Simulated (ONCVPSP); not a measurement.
**Before and after: ONCV potential for W**

ONCVPSP 4.0.1 input, shortened (lines: element, Z, core and valence counts, functional; n l f; lmax; l rc ep ncon nbas qcut; lloc lpopt rc5 dvloc0; l nproj debl; icmod fcfact rcfact), LDA (Perdew-Wang 92), scalar-relativistic:

```
  W 74.00   10    5  -001012      upf
    1    0    2.00
    2    0    2.00
    2    1    6.00
    3    0    2.00
    3    1    6.00
    3    2   10.00
    4    0    2.00
    4    1    6.00
    4    2   10.00
    4    3   14.00
    5    0    2.00
    5    1    6.00
    5    2    4.00
    6    0    1.00
    6    1    1.00
    2
    0    1.95    0.00    4    7    7.70
    1    1.65    0.00    3    7    9.70
    2    1.85    0.00    3    6    4.60
    4    2    1.05    0.00
    0    2    2.20
    1    2    1.50
    2    3    1.60
    0    0.00    0.00
```

Change: d: qcut 3.6.

Cutoffs: the cutoffs (Ha) at which the residual kinetic energy of the hardest occupied pseudo-wave falls to 1 and 0.1 mHa per electron; they do not see the model core or the augmentation charge, which bear on the density cutoff. Errors are all-electron minus pseudo energies relative to the spin-unpolarised reference configuration.

Task: What does the change do?

Result: The potential gets harder (29 Ha and 40 Ha → 38 Ha and 66 Ha); the errors of the 4 common tests hardly move; neither file shows a bound ghost.

| quantity | base | changed |
| --- | --- | --- |
| cutoff, loose | 29 Ha | 38 Ha |
| cutoff, tight | 40 Ha | 66 Ha |
| loose cutoff by channel | s 17 Ha, p 29 Ha, d 21 Ha | s 17 Ha, p 29 Ha, d 38 Ha |
| bound ghosts | none | none |
| GHOST(+) flags under 300 eV | d at 192.0 eV | d at 270.9 eV |
| error for 5s2 5p6 5d4 6s2 6p0, meV [ΔE -4.57 eV] | +1.2 | +1.2 |
| error for 5s2 5p6 5d4 6s1 6p0, meV [ΔE 4.55 eV] | -1.7 | -1.6 |
| error for 5s2 5p6 5d4 6s0 6p0, meV [ΔE 20.57 eV] | -5.5 | -5.4 |
| error for 5s2 5p6 5d4 6s0 6p1, meV [ΔE 10.11 eV] | -2.7 | -2.7 |
| s: phases at 1.98 bohr within 0.05 rad from the reference energy up to (Ha; the scan ends near 5) | to the end of the scan | to the end of the scan |
| p: phases at 1.67 bohr within 0.05 rad from the reference energy up to (Ha; the scan ends near 5) | to the end of the scan | to the end of the scan |
| d: phases at 1.87 bohr within 0.05 rad from the reference energy up to (Ha; the scan ends near 5) | to the end of the scan | to the end of the scan |
